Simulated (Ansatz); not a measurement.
## Cost against result

Saddle point of CH$_{8}$GaN, singlet (CH₆GaN ([CH3][NH][GaH2]) + H₂ → CH₅N ([CH3][NH2]) + GaH₃ (still joined by a long Ga–N bond); bonds formed: Ga1–H7, N2–H6; bonds broken: H6–H7; bonds weakened to dative contacts: Ga1–N2), PBE0-D4/def2-TZVP structure:

```json
{"atom": "Ga1", "x (Å)": "-0.7216", "y (Å)": "1.3178", "z (Å)": "-0.4195"}
{"atom": "N2", "x (Å)": "0.5270", "y (Å)": "0.0300", "z (Å)": "0.3911"}
{"atom": "C3", "x (Å)": "0.1372", "y (Å)": "-1.3469", "z (Å)": "0.6182"}
{"atom": "H4", "x (Å)": "-2.0682", "y (Å)": "0.6782", "z (Å)": "-0.8835"}
{"atom": "H5", "x (Å)": "-0.4241", "y (Å)": "2.8045", "z (Å)": "-0.0487"}
{"atom": "H6", "x (Å)": "0.7998", "y (Å)": "0.4212", "z (Å)": "-0.9811"}
{"atom": "H7", "x (Å)": "0.5303", "y (Å)": "0.8989", "z (Å)": "-1.7797"}
{"atom": "H8", "x (Å)": "1.1387", "y (Å)": "0.3836", "z (Å)": "1.1140"}
{"atom": "H9", "x (Å)": "1.0076", "y (Å)": "-1.9901", "z (Å)": "0.7824"}
{"atom": "H10", "x (Å)": "-0.5416", "y (Å)": "-1.4709", "z (Å)": "1.4719"}
{"atom": "H11", "x (Å)": "-0.3852", "y (Å)": "-1.7264", "z (Å)": "-0.2648"}
```

Barriers are electronic and count from the start structure reached by relaxing down the imaginary mode.

Computed with Ansatz 0.2.0 (basis: as named in each row); correlated methods freeze the cores. Filled d shells of the heavier atoms are correlated. The def2 sets are not built for correlating such inner shells, so the correlated values are less sure here. B3LYP uses VWN-RPA correlation. Extrapolation: Hartree–Fock as exp(−7.88 √X), correlation as X^−2.97.

Times are rough, for one single point on 4 threads of a shared host (Arm Neoverse V1).

The estimate by CCSD(T) at an estimated basis limit (MP2 extrapolated from triple and quadruple zeta, plus CCSD(T) − MP2 in triple zeta) is 1.057 eV.

```
      method       basis  time (s)  barrier (eV)  method less estimate
          HF      STO-3G   under 1         2.188                 1.131
       SPW92    def2-SVP   under 1         0.435                -0.621
      PBE-D4      STO-3G   under 1         1.921                 0.865
      PBE-D4    def2-SVP   under 1         0.737                -0.320
    B3LYP-D4       6-31G   under 1         1.208                 0.152
     PBE0-D4    def2-SVP   under 1         0.796                -0.261
       SPW92  def2-TZVPP   under 1         0.512                -0.545
     BLYP-D4  def2-TZVPP         1         0.998                -0.059
      PBE-D4  def2-TZVPP         2         0.821                -0.235
    B3LYP-D4  def2-TZVPP         2         1.014                -0.043
    BHLYP-D4  def2-TZVPP         2         1.083                 0.027
     PBE0-D4  def2-TZVPP         2         0.867                -0.189
CAM-B3LYP-D4  def2-TZVPP         2         1.011                -0.046
   r2SCAN-D4  def2-TZVPP         3         0.859                -0.198
  RPA on PBE  def2-TZVPP         4         1.063                 0.006
     CCSD(T)    def2-SVP         4         1.084                 0.027
  r2SCAN0-D4  def2-TZVPP         4         0.900                -0.156
     wB97M-V    def2-SVP         4         0.887                -0.170
      B2PLYP  def2-TZVPP         4         1.062                 0.005
    PBE-QIDH  def2-TZVPP         4         0.951                -0.105
     wB97X-V  def2-TZVPP         6         1.013                -0.043
     wB97M-V  def2-TZVPP         6         1.012                -0.044
      B97M-V  def2-TZVPP         7         0.917                -0.140
         MP2  def2-QZVPP        18         1.053                -0.004
     CCSD(T)  def2-TZVPP        81         1.048                -0.009
```

All methods are single points on the PBE0-D4 structures.

The T1 diagnostic stays at or below 0.015.

Labels in which every atom is bracketed show which atoms are joined, not bond orders.
